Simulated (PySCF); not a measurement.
Consider CrF5, `[F][Cr]([F])([F])([F])[F]` (CrF5•, doublet). Coordinates in Å; atoms count from 1 in this order:
```
Cr    0.0165    0.0250   -0.0071
F     0.0061    0.0067    1.7416
F     0.0068    0.0078   -1.7557
F     1.7026   -0.0019   -0.0066
F    -0.9195    1.4281   -0.0081
F    -0.8064   -1.4618   -0.0072
```

These are calculated values, PBE0-D3(BJ)/ma-def2-SVP in PySCF (grid level 2) at geometries from BP86-D3(BJ)/def2-SVP. The prefix ma- adds one diffuse s and one diffuse p function on all atoms but H. Zero-point and thermal terms (298.15 K, 1 bar) come from unscaled GFN2-xTB harmonic frequencies, with soft modes damped to free rotors in the entropy. These were taken at the GFN2-xTB minima.

Task: What are the vertical and the adiabatic ionisation energy for forming the singlet cation?

Result: 13.71 eV vertical and 13.49 eV adiabatic, the latter with zero-point energy.

Task: What are the vertical and the adiabatic ionisation energy for forming the triplet cation?

Result: 14.68 eV vertical and 13.65 eV adiabatic, the latter with zero-point energy.

Task: Where does the unpaired spin of the relaxed triplet cation sit?

Result: Cr1 (Cr) 0.95, F6 (fluorine) 0.55, F2 (fluorine) 0.52 (intrinsic atomic orbital populations). This structure is symmetry-broken (see the note below).

Known limits: ma-def2-SVP is a small basis, whose errors can reach tens of kJ/mol; spin-orbit coupling is left out of the energies, which matters for open shells on the heavier atoms; F2 and F3 are equivalent in the parent, but the relaxed triplet cation is symmetry-broken (C2v to Cs), which is often an artefact of the method; its spin populations, distances and adiabatic value belong to that structure.
